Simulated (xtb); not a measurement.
vinylene carbonate (C₃H₂O₃), singlet, geometry from GFN2-xTB, atoms displaced at random by about 0.05 Å a coordinate. Base run: GFN1-xTB run with xtb.

Here is a job for xtb.
```
$ xtb mol.xyz --gfn 1 --opt --json

# file mol.xyz
8

O      2.00622524    -0.04197727     0.36339412
C      0.79049471    -0.06538760     0.24952957
O      0.08319431     1.09390737    -0.28550092
C     -1.23844696     0.66778052    -0.46878698
C     -1.30021479    -0.61496682    -0.11459495
O     -0.08559899    -1.00821227     0.30164947
H     -1.98979902     1.29597125    -0.74207391
H     -2.17444029    -1.41404208     0.06044877
```

Each row names what was changed in the base input (with any setting that the change needs).

| change | ΔE vs base (kcal/mol) | optimiser steps |
|---|---|---|
| base | 0.000 | 9 |
| opt level = crude | 0.035 | 6 |
| opt level = sloppy | 0.008 | 7 |
| alpb = methanol | -6.61 | 9 |
| opt level = tight | 0.000 | 10 |
| alpb = acetone | -5.50 | 9 |
| engine = lbfgs | 0.000 | - |
| opt level = loose | 0.008 | 7 |
| opt level = lax | 0.001 | 8 |
| engine = inertial | 0.001 | - |
